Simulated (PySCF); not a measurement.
Start geometry of `C[Si](C)(C)P` from GFN2-xTB (Å):
```
atom  x, y, z in Å
C1    -0.795   -1.035    1.249
Si2    0.004    0.045   -0.124
C3     0.027    1.877    0.414
C4     1.818   -0.576   -0.451
P5    -1.100   -0.047   -2.111
H6    -1.839   -0.678    1.428
H7    -0.261   -0.941    2.181
H8    -0.838   -2.052    0.958
H9    -0.953    2.254    0.658
H10    0.465    2.502   -0.349
H11    0.642    2.009    1.324
H12    2.411   -0.481    0.445
H13    1.761   -1.612   -0.754
H14    2.236   -0.005   -1.238
H15   -2.352    0.141   -1.539
H16   -1.245   -1.402   -2.078
```

Question: What comes out of this run: PySCF, PBE0-D3(BJ)/def2-TZVP geometry optimisation, gas phase?

Answer: 
```
atom  x, y, z in Å
C1    -0.9376   -0.8474    1.2201
Si2    0.0273    0.0467   -0.1144
C3     0.3030    1.8326    0.3811
C4     1.6695   -0.8092   -0.3999
P5    -1.0706    0.0703   -2.0969
H6    -1.9068   -0.3729    1.3898
H7    -0.3860   -0.8392    2.1651
H8    -1.1168   -1.8888    0.9429
H9    -0.6470    2.3503    0.5354
H10    0.8607    2.3739   -0.3866
H11    0.8701    1.8888    1.3147
H12    2.2639   -0.8127    0.5183
H13    1.5275   -1.8471   -0.7109
H14    2.2479   -0.3011   -1.1750
H15   -2.3071    0.4748   -1.5238
H16   -1.4041   -1.3108   -2.0488
```

The energy falls by 4.8 kcal/mol over 11 energy and gradient evaluations, the largest force component goes from 0.0385 to 1.6e-04 Eh/bohr, and the atoms move by 0.050 Å rms after alignment. The bond that changes most is Si2–C4 (four-coordinate silicon to Si-methyl carbon), which shortens by 0.070 Å. Bonds longer at the end by more than 0.005 Å: 9 of 15; shorter: 6. Among the angles that change most is Si2–C4–H13, from 107.7° to 111.3°. Rotational constants go from 2966, 1940, 1929 to 3083, 1990, 1983 MHz. The orientation of the end geometry is arbitrary; only internal coordinates are fixed.

The run used 233 basis functions and 65 SCF cycles in all.

No frequency check.
